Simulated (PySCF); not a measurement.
A geometry optimisation, step by step.

Compound: (OH)2Zr(OSiH2)2O (singlet state).
Bonds: Zr1–O2, Zr1–O3, Zr1–O4, Zr1–O8, O4–Si5, Si5–O6, O6–Si7, Si7–O8. Hydrogens: H9 on O2; H10 on O3; H11, H12 on Si5; H13, H14 on Si7.

Computed by this run: PBE0-D3(BJ)/def2-SVP geometry optimisation, gas phase, def2 core potentials past Kr in PySCF; density fitting, grid level 1; the optimiser is geomeTRIC in internal coordinates, started from a GFN1-xTB structure with every atom displaced at random (about 0.03 Å). 13 of its 14 geometries are shown. The frame can shift and turn from step to step; on so coarse a grid that alone can change the energy by a few meV, and forces under 0.02 eV/Å are noise.

Step 0: E = -27348.7657 eV, largest atomic force 4.946 eV/Å
```
atom  x, y, z in Å  |  force x, y, z in eV/Å
Zr1    -0.207    0.905   -0.745   -3.293   3.210  -1.819
O2     -1.891    1.247   -1.692    2.023  -1.115   1.391
O3      0.858    2.383   -1.134    1.636   1.778  -0.445
O4     -0.553    0.958    1.137   -0.679   0.869   0.507
Si5    -0.308   -0.329    2.060    0.916  -0.200   1.970
O6      0.389   -1.480    1.139    0.593  -0.816  -1.116
Si7     0.907   -1.912   -0.399   -3.783  -0.204   0.711
O8      0.580   -0.658   -1.399    1.091  -2.082  -0.957
H9     -2.604    1.598   -2.167   -1.397   0.703  -0.938
H10     1.367    3.174   -1.368   -0.394  -0.600   0.168
H11     0.662    0.074    3.104    0.111  -0.082   0.275
H12    -1.503   -0.865    2.656   -0.921  -0.334   0.307
H13     2.228   -2.078   -0.386    3.967  -0.810   0.107
H14     0.056   -3.061   -0.764    0.130  -0.316  -0.162
```

Step 1: E = -27349.6286 eV, largest atomic force 1.194 eV/Å
```
atom  x, y, z in Å  |  force x, y, z in eV/Å
Zr1    -0.263    1.001   -0.803    0.561   1.003  -0.323
O2     -1.923    1.291   -1.703    0.029  -0.160   0.089
O3      0.889    2.515   -1.205   -0.435  -0.819   0.238
O4     -0.583    0.983    1.179    0.003  -0.011  -1.087
Si5    -0.300   -0.338    2.107    0.285  -0.399   0.740
O6      0.385   -1.498    1.134    0.137  -0.110  -0.343
Si7     0.893   -1.962   -0.393   -0.183   0.061   0.283
O8      0.577   -0.714   -1.437   -0.452   0.618   0.650
H9     -2.672    1.635   -2.186   -0.054   0.007  -0.030
H10     1.410    3.281   -1.435   -0.004   0.011  -0.011
H11     0.672    0.007    3.189   -0.059  -0.038  -0.057
H12    -1.547   -0.902    2.701   -0.011   0.071  -0.094
H13     2.360   -2.187   -0.355    0.022  -0.173   0.017
H14     0.081   -3.156   -0.751    0.162  -0.064  -0.073
```

Step 2: E = -27349.7259 eV, largest atomic force 0.613 eV/Å
```
atom  x, y, z in Å  |  force x, y, z in eV/Å
Zr1    -0.267    1.032   -0.813    0.100   0.220  -0.161
O2     -1.933    1.297   -1.700   -0.373   0.015  -0.170
O3      0.884    2.503   -1.198    0.147   0.017   0.005
O4     -0.571    0.970    1.149    0.040  -0.208  -0.333
Si5    -0.286   -0.342    2.112    0.103  -0.211   0.192
O6      0.392   -1.505    1.135    0.052  -0.089   0.029
Si7     0.886   -1.950   -0.391    0.107   0.053   0.068
O8      0.559   -0.682   -1.414   -0.214   0.171   0.548
H9     -2.692    1.627   -2.181    0.082  -0.063   0.060
H10     1.413    3.264   -1.426    0.040   0.059  -0.019
H11     0.680   -0.004    3.195   -0.028   0.017  -0.035
H12    -1.546   -0.897    2.690    0.028   0.089  -0.059
H13     2.361   -2.200   -0.351   -0.169  -0.054  -0.037
H14     0.100   -3.157   -0.764    0.085  -0.016  -0.089
```

Step 3: E = -27349.8027 eV, largest atomic force 0.743 eV/Å
```
atom  x, y, z in Å  |  force x, y, z in eV/Å
Zr1    -0.278    1.078   -0.828   -0.614   0.127  -0.399
O2     -1.980    1.302   -1.710    0.070   0.016   0.032
O3      0.904    2.522   -1.195    0.307   0.319  -0.083
O4     -0.553    0.931    1.111    0.077  -0.305   0.283
Si5    -0.267   -0.364    2.121   -0.046   0.031  -0.386
O6      0.406   -1.534    1.151   -0.026  -0.122   0.413
Si7     0.880   -1.937   -0.380    0.283  -0.048  -0.161
O8      0.534   -0.638   -1.361    0.024  -0.194   0.349
H9     -2.755    1.602   -2.185    0.106  -0.064   0.072
H10     1.452    3.273   -1.416    0.014   0.004   0.005
H11     0.697   -0.017    3.197    0.013   0.062   0.016
H12    -1.540   -0.892    2.683    0.012   0.058   0.018
H13     2.354   -2.218   -0.350   -0.199   0.082  -0.077
H14     0.127   -3.152   -0.794   -0.024   0.035  -0.081
```

Step 4: E = -27349.8519 eV, largest atomic force 0.737 eV/Å
```
atom  x, y, z in Å  |  force x, y, z in eV/Å
Zr1    -0.301    1.126   -0.849   -0.146   0.064  -0.094
O2     -2.008    1.297   -1.710   -0.129   0.102  -0.106
O3      0.923    2.555   -1.197    0.162   0.262  -0.087
O4     -0.540    0.880    1.074    0.050  -0.273   0.572
Si5    -0.251   -0.392    2.123   -0.102   0.292  -0.669
O6      0.422   -1.581    1.182   -0.042  -0.202   0.512
Si7     0.876   -1.929   -0.364    0.209  -0.029  -0.328
O8      0.506   -0.601   -1.297    0.174  -0.381   0.128
H9     -2.798    1.560   -2.179    0.002  -0.039   0.014
H10     1.491    3.294   -1.407   -0.006  -0.030   0.019
H11     0.711   -0.011    3.186    0.017   0.053   0.047
H12    -1.535   -0.886    2.683   -0.011   0.001   0.075
H13     2.343   -2.222   -0.364   -0.097   0.137  -0.062
H14     0.141   -3.132   -0.839   -0.081   0.043  -0.019
```

Step 5: E = -27349.8768 eV, largest atomic force 0.532 eV/Å
```
atom  x, y, z in Å  |  force x, y, z in eV/Å
Zr1    -0.309    1.144   -0.857   -0.144  -0.048  -0.021
O2     -2.026    1.299   -1.720    0.141   0.080   0.025
O3      0.930    2.572   -1.198   -0.016   0.081  -0.046
O4     -0.536    0.856    1.067    0.023  -0.117   0.298
Si5    -0.246   -0.407    2.119   -0.054   0.271  -0.455
O6      0.434   -1.617    1.209   -0.004  -0.199   0.264
Si7     0.881   -1.932   -0.353    0.017   0.000  -0.200
O8      0.501   -0.594   -1.262    0.103  -0.132   0.026
H9     -2.823    1.541   -2.187   -0.033  -0.024  -0.009
H10     1.507    3.306   -1.402    0.009  -0.011   0.013
H11     0.715    0.002    3.176   -0.001   0.017   0.030
H12    -1.530   -0.885    2.692   -0.006  -0.022   0.059
H13     2.343   -2.211   -0.380    0.018   0.085  -0.020
H14     0.139   -3.118   -0.862   -0.053   0.018   0.036
```

Step 6: E = -27349.8882 eV, largest atomic force 0.113 eV/Å
```
atom  x, y, z in Å  |  force x, y, z in eV/Å
Zr1    -0.312    1.143   -0.856    0.095  -0.036   0.050
O2     -2.021    1.304   -1.724    0.046   0.070  -0.012
O3      0.923    2.578   -1.200   -0.098  -0.034  -0.013
O4     -0.541    0.853    1.072   -0.014   0.009  -0.017
Si5    -0.246   -0.410    2.108    0.026   0.076  -0.069
O6      0.439   -1.640    1.226    0.012  -0.104   0.000
Si7     0.885   -1.938   -0.349   -0.089   0.005   0.009
O8      0.503   -0.601   -1.250   -0.006   0.072  -0.009
H9     -2.819    1.537   -2.193   -0.039  -0.022  -0.013
H10     1.502    3.311   -1.401    0.007  -0.009   0.010
H11     0.712    0.013    3.165   -0.009  -0.009   0.005
H12    -1.525   -0.888    2.699    0.001  -0.018   0.012
H13     2.348   -2.190   -0.392    0.072   0.007   0.006
H14     0.132   -3.116   -0.860   -0.006  -0.007   0.040
```

Step 8: E = -27349.8909 eV, largest atomic force 0.059 eV/Å
```
atom  x, y, z in Å  |  force x, y, z in eV/Å
Zr1    -0.314    1.142   -0.858    0.005  -0.030   0.008
O2     -2.017    1.315   -1.734    0.007   0.049  -0.015
O3      0.909    2.582   -1.206   -0.018   0.018  -0.015
O4     -0.542    0.851    1.069   -0.013   0.000  -0.023
Si5    -0.243   -0.410    2.103    0.018  -0.018   0.053
O6      0.443   -1.652    1.234   -0.013   0.017  -0.026
Si7     0.887   -1.940   -0.344    0.010   0.000   0.020
O8      0.503   -0.601   -1.245   -0.006  -0.006   0.003
H9     -2.820    1.534   -2.204   -0.002  -0.026   0.007
H10     1.490    3.315   -1.403    0.009  -0.005   0.007
H11     0.713    0.016    3.161    0.002   0.001  -0.005
H12    -1.518   -0.894    2.701    0.001   0.003  -0.007
H13     2.355   -2.178   -0.390   -0.005  -0.003  -0.002
H14     0.135   -3.124   -0.841    0.005  -0.001  -0.005
```

Step 9: E = -27349.8913 eV, largest atomic force 0.040 eV/Å
```
atom  x, y, z in Å  |  force x, y, z in eV/Å
Zr1    -0.315    1.141   -0.859   -0.012  -0.018  -0.003
O2     -2.015    1.318   -1.739    0.001   0.036  -0.011
O3      0.902    2.584   -1.209    0.004   0.024  -0.011
O4     -0.543    0.850    1.068   -0.011  -0.009  -0.003
Si5    -0.242   -0.409    2.104    0.009  -0.021   0.033
O6      0.443   -1.652    1.236   -0.015   0.032  -0.012
Si7     0.888   -1.940   -0.341    0.031   0.002   0.010
O8      0.503   -0.602   -1.244   -0.003  -0.023   0.004
H9     -2.821    1.527   -2.208    0.000  -0.023   0.007
H10     1.486    3.316   -1.403    0.006  -0.005   0.006
H11     0.714    0.019    3.160    0.005   0.002  -0.004
H12    -1.515   -0.895    2.702    0.000   0.006  -0.003
H13     2.358   -2.176   -0.388   -0.021  -0.002  -0.002
H14     0.138   -3.126   -0.836    0.004   0.001  -0.012
```

Step 10: E = -27349.8917 eV, largest atomic force 0.038 eV/Å
```
atom  x, y, z in Å  |  force x, y, z in eV/Å
Zr1    -0.318    1.139   -0.862   -0.013   0.000  -0.007
O2     -2.014    1.322   -1.746   -0.005   0.016  -0.003
O3      0.893    2.587   -1.214    0.019   0.015  -0.003
O4     -0.546    0.849    1.065   -0.009  -0.015   0.016
Si5    -0.240   -0.407    2.106   -0.001  -0.010  -0.007
O6      0.444   -1.651    1.238   -0.011   0.029   0.007
Si7     0.891   -1.939   -0.338    0.037   0.003  -0.006
O8      0.503   -0.604   -1.242   -0.002  -0.026   0.000
H9     -2.825    1.511   -2.214   -0.001  -0.016   0.005
H10     1.481    3.317   -1.401    0.003  -0.004   0.003
H11     0.718    0.027    3.159    0.005   0.001   0.000
H12    -1.512   -0.893    2.706    0.000   0.006   0.005
H13     2.362   -2.172   -0.384   -0.024  -0.001   0.001
H14     0.145   -3.129   -0.831    0.002   0.001  -0.012
```

Step 11: E = -27349.8920 eV, largest atomic force 0.026 eV/Å
```
atom  x, y, z in Å  |  force x, y, z in eV/Å
Zr1    -0.320    1.138   -0.864   -0.006   0.008  -0.004
O2     -2.015    1.323   -1.751   -0.003   0.004   0.004
O3      0.889    2.589   -1.216    0.018   0.000   0.004
O4     -0.549    0.848    1.064   -0.011  -0.011   0.016
Si5    -0.240   -0.404    2.107   -0.003   0.004  -0.026
O6      0.443   -1.648    1.239   -0.006   0.011   0.012
Si7     0.893   -1.938   -0.336    0.023   0.004  -0.011
O8      0.504   -0.604   -1.242   -0.004  -0.012  -0.005
H9     -2.831    1.494   -2.217   -0.004  -0.011   0.002
H10     1.482    3.315   -1.398    0.002  -0.001   0.001
H11     0.721    0.033    3.156    0.003  -0.001   0.001
H12    -1.510   -0.890    2.711    0.001   0.004   0.009
H13     2.364   -2.169   -0.381   -0.012   0.000   0.004
H14     0.150   -3.129   -0.830    0.001   0.001  -0.005
```

Step 12: E = -27349.8923 eV, largest atomic force 0.029 eV/Å
```
atom  x, y, z in Å  |  force x, y, z in eV/Å
Zr1    -0.322    1.138   -0.866    0.007   0.011   0.001
O2     -2.017    1.323   -1.754    0.000  -0.002   0.006
O3      0.887    2.590   -1.216    0.011  -0.013   0.009
O4     -0.552    0.848    1.062   -0.013  -0.003   0.006
Si5    -0.240   -0.402    2.107    0.001   0.015  -0.025
O6      0.442   -1.645    1.238   -0.002  -0.011   0.009
Si7     0.895   -1.936   -0.335    0.002   0.003  -0.011
O8      0.503   -0.604   -1.242   -0.006   0.004  -0.009
H9     -2.838    1.474   -2.217   -0.005  -0.006   0.000
H10     1.487    3.312   -1.392   -0.001   0.001  -0.001
H11     0.724    0.039    3.152    0.000  -0.002   0.002
H12    -1.508   -0.886    2.715    0.002   0.000   0.007
H13     2.365   -2.166   -0.378    0.004   0.002   0.004
H14     0.155   -3.128   -0.832   -0.001   0.000   0.002
```

Step 13: E = -27349.8925 eV, largest atomic force 0.021 eV/Å
```
atom  x, y, z in Å  |  force x, y, z in eV/Å
Zr1    -0.324    1.139   -0.867    0.011   0.010   0.004
O2     -2.019    1.323   -1.754    0.002  -0.002   0.004
O3      0.889    2.589   -1.214    0.005  -0.018   0.009
O4     -0.556    0.849    1.060   -0.014   0.003  -0.004
Si5    -0.240   -0.400    2.106    0.006   0.017  -0.009
O6      0.441   -1.643    1.237   -0.002  -0.021   0.001
Si7     0.895   -1.934   -0.336   -0.009   0.002  -0.004
O8      0.502   -0.603   -1.243   -0.006   0.011  -0.009
H9     -2.845    1.458   -2.214   -0.004  -0.002  -0.001
H10     1.495    3.308   -1.386   -0.002   0.002  -0.002
H11     0.726    0.042    3.148   -0.001  -0.002   0.001
H12    -1.507   -0.883    2.719    0.002  -0.002   0.003
H13     2.365   -2.163   -0.377    0.013   0.003   0.003
H14     0.158   -3.127   -0.835   -0.002   0.000   0.005
```

**Question.** Summarise the path.

**Answer.** The energy falls by 108.72 kJ/mol from step 0 to step 13; nine tenths of that is first reached at step 3. It falls at every step. The largest force goes from 4.946 to 0.021 eV/Å. Among the bonds Si7–H13 changes most, from 1.331 to 1.488 Å; the atoms move by 0.172 Å rms after alignment.

**Question.** Follow the three bonds and two angles with the largest change from start to end.

**Answer.** 
```csv
step,E above end (kJ/mol),largest force (eV/Å),Si7–H13 (Å),Zr1–O8 (Å),Zr1–O3 (Å),O4–Zr1–O8 (°),Zr1–O8–Si7 (°)
0,108.72,4.946,1.331,1.868,1.863,116.4,120.7
1,25.46,1.194,1.484,2.012,1.944,111.7,121.5
2,16.07,0.613,1.497,1.996,1.907,109.5,123.5
3,8.67,0.743,1.501,1.972,1.902,105.0,127.3
4,3.92,0.737,1.496,1.958,1.913,99.5,131.8
5,1.52,0.532,1.489,1.960,1.921,96.9,134.1
6,0.41,0.113,1.485,1.964,1.925,96.5,134.7
7,0.23,0.071,1.487,1.964,1.923,96.4,134.8
8,0.16,0.059,1.489,1.963,1.921,96.3,134.9
9,0.12,0.040,1.490,1.963,1.921,96.3,134.9
10,0.07,0.038,1.490,1.963,1.921,96.2,135.0
11,0.05,0.026,1.489,1.964,1.921,96.1,135.0
12,0.02,0.029,1.488,1.964,1.922,96.1,135.0
13,0.00,0.021,1.488,1.964,1.922,96.1,135.0
```

The cost below is that of the whole optimisation. Hardware: Arm Neoverse V1, one thread, shared host. Cost: 4.6 min wall, 0.69 GiB resident at most.
